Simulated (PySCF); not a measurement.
These compounds are isomers of formula C₄H₈N₂Si.

A. SMILES c1n([SiH2]N)ccc1
B. `Cc1ccn([SiH3])n1`
C. `C[SiH2]/N=C(/C)C#N`
D. SMILES Cc1cncn1[SiH3]

Spectrum 1. ¹³C{¹H} NMR (computed): δ 144.4 (CH), 136.6 (CH), 134.4 (C), 12.3 (CH3).

Spectrum 2. ¹³C{¹H} NMR (computed): δ 125.8 (CH), 117.6 (CH).

Spectrum 3. ¹³C{¹H} NMR (computed): δ 156.3 (C), 115.3 (C), 35.5 (CH3), -3.6 (CH3).

Spectrum 4. ¹³C{¹H} NMR (computed): δ 158.6 (C), 140.5 (CH), 113.0 (CH), 15.9 (CH3).

PySCF 2.14.0 with density-fitted response routines calculation with geometry from GFN2-xTB and σ from GIAO-PBE0/pcSseg-1; no solvent, one averaged value for each set of equivalent atoms, one computed conformer, non-relativistic.

δ = σ(ref) − σ, references computed at the same level: ¹³C (186.93 ppm) vs TMS. Shifts are as computed. Against solution values, carbons near 30 ppm lie about +3 ppm off and those near 130 ppm about +5 ppm. Of 1211 compounds with measured shifts, 218 miss one by over three times the rms of a fit or turn the order of signals round; such compounds aren't used in these exercises.

Question: Which spectrum belongs to which compound?

Answer: 1–D, 2–A, 3–C, 4–B.

- Spectrum 1 (D): 4 ¹³C signals; δC 12.3 is a methyl carbon on an aromatic ring; δC 144.4 is an aromatic CH between two ring heteroatoms.
- Spectrum 2 (A): 2 ¹³C signals; δC 125.8 is an aromatic CH next to a ring nitrogen; δC 117.6 is an aromatic CH.
- Spectrum 3 (C): 4 ¹³C signals; δC 115.3 is a nitrile carbon; δC 35.5 is a methyl carbon.
- Spectrum 4 (B): 4 ¹³C signals; δC 140.5 is an aromatic CH next to a ring nitrogen; δC 15.9 is a methyl carbon on an aromatic ring.
